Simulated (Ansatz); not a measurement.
Calculated with Ansatz (gas phase, PBE0-D4/def2-TZVP geometries, no zero-point term in ΔE). CCSD(T)/CBS is the MP2 limit (def2-TZVPP, def2-QZVPP) plus CCSD(T) − MP2 in def2-TZVPP, frozen cores. This one scheme is used for every species. Functionals use def2-TZVPP. B3LYP here is the variant with VWN-RPA as its local correlation; programs differ in this. Each species was taken in one conformer, which may not be the lowest.

`[BH2][AlH][CH2]OC` + H₂ → `[BH2][AlH][CH3]` + CH₃OH  (hydrogenolysis of a C–O bond)

CCSD(T)/CBS gives -30.1 kcal/mol.

**Question.** Another level gave -29.1 kcal/mol. Which?
A. B3LYP/def2-TZVPP
B. CAM-B3LYP-D4/def2-TZVPP
C. r2SCANh/def2-TZVPP
D. HF/def2-TZVPP

**Answer.** B. CAM-B3LYP-D4 -29.1, r2SCANh -27.1, B3LYP -31.0, HF/def2-TZVPP -41.6 kcal/mol.

Largest T1 diagnostic among the species: 0.014.

In def2-TZVPP, CCSD(T) changes the Hartree–Fock value by +11.8 kcal/mol (the triples alone add +2.7 kcal/mol) and MP2 by +11.4 kcal/mol. From r2SCAN to r2SCAN0 (25 % exact exchange), in def2-TZVPP and without D4, ΔE moves by −3.4 kcal/mol.
